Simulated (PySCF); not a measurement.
PySCF input for C4H4OSe, SMILES C=C1[Se]CC1=O, TDDFT-B3LYP/def2-SVPD. Geometry optimised at B3LYP-D3(BJ)/def2-SVP. The structure was generated by enumeration, and PubChem lists no compound with its InChIKey, so it may never have been made.

```python
import numpy as np
from pyscf import gto, scf, dft, tdscf

mol = gto.M(
    atom='''
    C     2.00885492    1.12552877    0.00000000
    C     0.78476554    0.59021443    0.00000000
    Se    0.04210886   -1.19334640   -0.00000000
    C    -1.51112835    0.06678094   -0.00000000
    C    -0.55350393    1.26928528   -0.00000000
    O    -0.81948021    2.43991008   -0.00000000
    H     2.10341868    2.21573578   -0.00000001
    H     2.92007592    0.52348046    0.00000000
    H    -2.13664161    0.00221210    0.90183510
    H    -2.13664161    0.00221210   -0.90183509
    ''',
    basis='def2-SVPD',
    charge=0,
    spin=0,
    symmetry=True,
    max_memory=1600,
    verbose=4,
)
mf = dft.RKS(mol, xc='b3lyp').density_fit(auxbasis='def2-universal-jkfit')
mf.grids.level = 3
mf.conv_tol = 1e-9
mf.max_cycle = 100
mf.kernel()
mf.grids = dft.Grids(mol).set(level=1).build(with_non0tab=True)  # coarser grid for the response kernel
td = tdscf.TDDFT(mf)
td.singlet = True
td.nstates = 10
td.conv_tol = 1e-4
td.positive_eig_threshold = 1e-6
td.kernel(x0=td.get_init_guess(mf, 15))
td.analyze()
tt = tdscf.TDA(mf)
tt.singlet = False
tt.nstates = 4
tt.conv_tol = 1e-4
tt.positive_eig_threshold = 1e-6
tt.kernel(x0=tt.get_init_guess(mf, 9))
tt.analyze(verbose=3)
```

Program output:

```
PySCF version 2.14.0

[INPUT] verbose = 4
[INPUT] num. atoms = 10
[INPUT] num. electrons = 70
[INPUT] charge = 0
[INPUT] spin (= nelec alpha-beta = 2S) = 0
[INPUT] symmetry True subgroup None
[INPUT] Mole.unit = angstrom
[INPUT] Symbol           X                Y                Z      unit          X                Y                Z       unit  Magmom
[INPUT]  1 C      2.008854920000   1.125528770000   0.000000000000 AA    3.796185622785   2.126941120619   0.000000000000 Bohr   0.0
[INPUT]  2 C      0.784765540000   0.590214430000   0.000000000000 AA    1.482991942596   1.115343627466   0.000000000000 Bohr   0.0
[INPUT]  3 Se     0.042108860000  -1.193346400000   0.000000000000 AA    0.079574212818  -2.255097867736   0.000000000000 Bohr   0.0
[INPUT]  4 C     -1.511128350000   0.066780940000   0.000000000000 AA   -2.855618720566   0.126197686941   0.000000000000 Bohr   0.0
[INPUT]  5 C     -0.553503930000   1.269285280000   0.000000000000 AA   -1.045970836570   2.398601553142   0.000000000000 Bohr   0.0
[INPUT]  6 O     -0.819480210000   2.439910080000   0.000000000000 AA   -1.548593161401   4.610761819766   0.000000000000 Bohr   0.0
[INPUT]  7 H      2.103418680000   2.215735780000  -0.000000010000 AA    3.974885230494   4.187133788600  -0.000000018897 Bohr   0.0
[INPUT]  8 H      2.920075920000   0.523480460000   0.000000000000 AA    5.518143751737   0.989234700961   0.000000000000 Bohr   0.0
[INPUT]  9 H     -2.136641610000   0.002212100000   0.901835100000 AA   -4.037667469250   0.004180263160   1.704221348520 Bohr   0.0
[INPUT] 10 H     -2.136641610000   0.002212100000  -0.901835090000 AA   -4.037667469250   0.004180263160  -1.704221329622 Bohr   0.0

nuclear repulsion = 390.775464060448
point group symmetry = Cs
symmetry origin: [ 5.39921809e-10 -1.00985688e-16  0.00000000e+00]
symmetry axis x: [ 1.00000000e+00 -2.20588686e-10 -6.11531329e-10]
symmetry axis y: [ 2.20588686e-10  1.00000000e+00 -1.86033685e-10]
symmetry axis z: [6.11531329e-10 1.86033684e-10 1.00000000e+00]
num. orbitals of irrep A' = 120
num. orbitals of irrep A" = 56
number of shells = 72
number of NR pGTOs = 276
number of NR cGTOs = 176
basis = def2-SVPD
ecp = {}


[settings echo left out]
init E= -2630.9771397954
HOMO (A") = -0.251071029800396  LUMO (A") = -0.146883984320747  gap/eV = 2.83507
cycle= 1 E= -2631.02719797371  delta_E= -0.0501  |g|= 0.783  |ddm|= 5.37
HOMO (A') = -0.145554123198113  LUMO (A') = -0.0473470456869287  gap/eV = 2.67235
cycle= 2 E= -2630.30323532564  delta_E= 0.724  |g|=    2  |ddm|= 3.47
HOMO (A") = -0.216241208842783  LUMO (A") = -0.086508712476181  gap/eV = 3.53020
cycle= 3 E= -2631.14288089866  delta_E= -0.84  |g|= 0.171  |ddm|=  2.9
HOMO (A") = -0.241490484814018  LUMO (A") = -0.0921015065289854  gap/eV = 4.06508
cycle= 4 E= -2631.1485946942  delta_E= -0.00571  |g|= 0.0949  |ddm|= 0.42
HOMO (A") = -0.239198240235245  LUMO (A") = -0.0884554539130042  gap/eV = 4.10192
cycle= 5 E= -2631.15064392779  delta_E= -0.00205  |g|= 0.0323  |ddm|= 0.171
HOMO (A") = -0.235879416783492  LUMO (A") = -0.0890261918865978  gap/eV = 3.99608
cycle= 6 E= -2631.15099775682  delta_E= -0.000354  |g|= 0.0113  |ddm|= 0.0692
HOMO (A") = -0.236017844943056  LUMO (A") = -0.088689873499566  gap/eV = 4.00900
cycle= 7 E= -2631.1510236588  delta_E= -2.59e-05  |g|= 0.00272  |ddm|= 0.0137
HOMO (A") = -0.236169263670425  LUMO (A") = -0.0886214170455579  gap/eV = 4.01498
cycle= 8 E= -2631.15102492185  delta_E= -1.26e-06  |g|= 0.00167  |ddm|= 0.00499
HOMO (A") = -0.236137840641037  LUMO (A") = -0.0887105109318624  gap/eV = 4.01170
cycle= 9 E= -2631.15102562079  delta_E= -6.99e-07  |g|= 0.000226  |ddm|= 0.00276
HOMO (A") = -0.236123829177791  LUMO (A") = -0.0886746870025696  gap/eV = 4.01230
cycle= 10 E= -2631.1510256329  delta_E= -1.21e-08  |g|= 8.86e-05  |ddm|= 0.000595
HOMO (A") = -0.236130185343768  LUMO (A") = -0.088687467367889  gap/eV = 4.01212
cycle= 11 E= -2631.15102563486  delta_E= -1.96e-09  |g|= 8.87e-06  |ddm|= 0.000173
HOMO (A") = -0.236130041546802  LUMO (A") = -0.0886861384355595  gap/eV = 4.01215
cycle= 12 E= -2631.15102563488  delta_E= -1.77e-11  |g|= 3.87e-06  |ddm|= 2.51e-05
HOMO (A") = -0.236129760661156  LUMO (A") = -0.0886863779970977  gap/eV = 4.01214
Extra cycle  E= -2631.15102563487  delta_E= 4.09e-12  |g|= 8.42e-06  |ddm|= 1.81e-05
converged SCF energy = -2631.15102563487
tot grids = 43120
Overwritten attributes  positive_eig_threshold  of <class 'pyscf.tdscf.rks.TDDFT'>


******** <class 'pyscf.tdscf.rks.TDDFT'> for <class 'pyscf.df.df_jk.DFSymAdaptedRKS'> ********
nstates = 10 singlet
deg_eia_thresh = 1.000e-03
wfnsym = None
conv_tol = 0.0001
eigh lindep = 1e-12
eigh level_shift = 0
eigh max_cycle = 100


Excitation energies (eV)
[3.47053769 3.80793053 3.99153802 5.3766677  5.61984372 5.66539446
 5.91121459 6.13475037 6.43755239 6.4968861 ]

** Singlet excitation energies and oscillator strengths **
Excited State   1:   A'      3.47054 eV    357.25 nm  f=0.0522
      35 -> 36       -0.69732
Excited State   2:   A"      3.80793 eV    325.59 nm  f=0.0002
      34 -> 36       -0.70031
Excited State   3:   A"      3.99154 eV    310.62 nm  f=0.0000
      35 -> 37       -0.70301
Excited State   4:   A"      5.37667 eV    230.60 nm  f=0.0119
      35 -> 38        0.69739
Excited State   5:   A'      5.61984 eV    220.62 nm  f=0.0354
      33 -> 36        0.33700
      34 -> 37        0.59939
      35 -> 41       -0.10912
Excited State   6:   A"      5.66539 eV    218.84 nm  f=0.0001
      32 -> 36        0.69204
Excited State   7:   A"      5.91121 eV    209.74 nm  f=0.0102
      35 -> 39        0.69642
Excited State   8:   A'      6.13475 eV    202.10 nm  f=0.1116
      30 -> 36       -0.11317
      33 -> 36       -0.55391
      34 -> 37        0.34653
      35 -> 41        0.17964
Excited State   9:   A"      6.43755 eV    192.60 nm  f=0.0054
      31 -> 36       -0.19476
      33 -> 37       -0.16719
      35 -> 40       -0.65109
Excited State  10:   A"      6.49689 eV    190.84 nm  f=0.0039
      31 -> 36        0.63088
      33 -> 37        0.18890
      35 -> 40       -0.24111

** Transition electric dipole moments (AU) **
state          X           Y           Z        Dip. S.      Osc.
  1        -0.5592     -0.5493     -0.0000      0.6145      0.0522
  2        -0.0000     -0.0000     -0.0448      0.0020      0.0002
  3        -0.0000     -0.0000     -0.0035      0.0000      0.0000
  4         0.0000      0.0000     -0.3004      0.0902      0.0119
  5        -0.4176     -0.2878      0.0000      0.2572      0.0354
  6        -0.0000      0.0000      0.0300      0.0009      0.0001
  7         0.0000     -0.0000      0.2659      0.0707      0.0102
  8         0.6500     -0.5656      0.0000      0.7424      0.1116
  9        -0.0000      0.0000     -0.1858      0.0345      0.0054
 10        -0.0000     -0.0000     -0.1572      0.0247      0.0039

** Transition velocity dipole moments (imaginary part, AU) **
state          X           Y           Z        Dip. S.      Osc.
  1        -0.0710     -0.0695     -0.0000      0.0099      0.0515
  2         0.0000      0.0000     -0.0056      0.0000      0.0001
  3         0.0000     -0.0000     -0.0001      0.0000      0.0000
  4        -0.0000     -0.0000     -0.0653      0.0043      0.0144
  5        -0.0851     -0.0623      0.0000      0.0111      0.0359
  6        -0.0000      0.0000      0.0049      0.0000      0.0001
  7         0.0000     -0.0000      0.0461      0.0021      0.0065
  8         0.1435     -0.1270      0.0000      0.0367      0.1086
  9         0.0000      0.0000     -0.0527      0.0028      0.0078
 10        -0.0000      0.0000     -0.0405      0.0016      0.0046

** Transition magnetic dipole moments (imaginary part, AU) **
state          X           Y           Z
  1         0.0000      0.0000     -0.0061
  2        -0.3645      0.8443      0.0000
  3        -0.1389      0.5534     -0.0000
  4        -0.1970      0.0225     -0.0000
  5        -0.0000     -0.0000     -0.3584
  6         0.3022      0.1202      0.0000
  7         0.9310     -0.0518     -0.0000
  8         0.0000      0.0000      0.4169
  9        -0.3024     -0.2665     -0.0000
 10         0.4920     -0.3160      0.0000
Overwritten attributes  positive_eig_threshold  of <class 'pyscf.tdscf.rks.TDA'>


******** <class 'pyscf.tdscf.rks.TDA'> for <class 'pyscf.df.df_jk.DFSymAdaptedRKS'> ********
nstates = 4 triplet
deg_eia_thresh = 1.000e-03
wfnsym = None
conv_tol = 0.0001
eigh lindep = 1e-12
eigh level_shift = 0
eigh max_cycle = 100


Excitation energies (eV)
[2.51081779 3.36282684 3.59392761 4.5617956 ]

** Triplet excitation energies and oscillator strengths **
Excited State   1:   A'      2.51082 eV    493.80 nm  f=0.0000
Excited State   2:   A"      3.36283 eV    368.69 nm  f=0.0000
Excited State   3:   A"      3.59393 eV    344.98 nm  f=0.0000
Excited State   4:   A'      4.56180 eV    271.79 nm  f=0.0000
```

The calculation finished and met its thresholds.

Cost: very roughly 6 core-minutes.
